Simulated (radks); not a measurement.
Coherent X-ray form factor from a spherical all-electron density. All-electron calculation, scalar-relativistic Kohn-Sham, Slater X-alpha with alpha = 0.667, spin-polarised, spherical densities, point nucleus. Program: a radial shooting solver on a logarithmic mesh with Libxc functionals.

| sin(theta)/lambda (1/angstrom) | f0 (electrons) |
|---|---|
| 0.05 | 19.758 |
| 0.1 | 19.068 |
| 0.15 | 18.022 |
| 0.2 | 16.747 |
| 0.25 | 15.368 |
| 0.3 | 13.994 |
| 0.4 | 11.543 |
| 0.5 | 9.683 |
| 0.6 | 8.392 |
| 0.8 | 6.892 |
| 1 | 5.959 |
| 1.25 | 4.920 |
| 1.5 | 3.948 |
| 2 | 2.507 |

The species is in the configuration that NIST lists as its ground one. Which atom or ion scatters so?

Answer. The vanadium ion V3+, [Ar] 3d2. Extrapolating in s^2 from the first two rows gives f0(0) = 20.0, near the electron count 20; among species with that count, the fall with angle is slower the higher Z, and the table is that of Z = 23; from so few rows the species is fixed only to a neighbour or two.
